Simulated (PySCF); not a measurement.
Br₂.
Numbering: `[Br:1][Br:2]`

Linear response at PBE0/aug-cc-pVTZ (PySCF, frozen core in the response, non-relativistic). Geometry: PBE0-D3(BJ)/def2-TZVP; no solvent, vibrations or thermal averaging. Relativistic effects, spin–orbit coupling among them, are left out although an element past zinc is present.

Static isotropic polarisability: 44.49 au (6.59 Å³), principal values 36.1, 36.1, 61.3 au.

Problem. What is the polarisability at 1064 nm and at the sodium D line?

Solution. 44.95 au at 1064 nm (+1.0 %), 46.13 au at 589.3 nm (+3.7 %). The rise at 589.3 nm is 3.58 times that at 1064 nm; a pure ω² law gives 3.26. The lowest singlet lies at 427 nm, shorter than both wavelengths.

Problem. What is the isotropic C6 coefficient between two such molecules, C6 = (3/π)∫α(iω)² dω?

Solution. 727.9 au (Eh·bohr⁶) by a ten-point quadrature over imaginary frequencies, which is 435 eV·Å⁶ or 42 J·nm⁶/mol.

Problem. Which effective excitation energy ω̄ makes London's formula C6 = (3/4)α²ω̄ exact here?

Solution. ω̄ = 4·C6/(3α²) = 0.490 Eh = 13.3 eV. A one-pole form α(ω) = α/(1 − ω²/ω̄²) fitted to the 1064 nm value gives 11.5 eV.

Problem. How many electrons N does the Slater–Kirkwood formula C6 = (3/4)·√N·α^(3/2) need to give this C6?

Solution. N = (4·C6/3)²/α³ = 10.7; the species has 70 electrons in all.

Problem. What n − 1 at the D line would an ideal gas of it have at 273.15 K and 1 atm (2.6868 × 10¹⁹ cm⁻³), by n − 1 = 2π·N·α′?

Solution. 11.54 × 10⁻⁴, a formal value whether or not that pressure can be reached.

Problem. How anisotropic is the static polarisability, by Δα² = ½[(α1 − α2)² + (α2 − α3)² + (α3 − α1)²]?

Solution. Δα = 25.2 au, or 0.57 of the isotropic value.
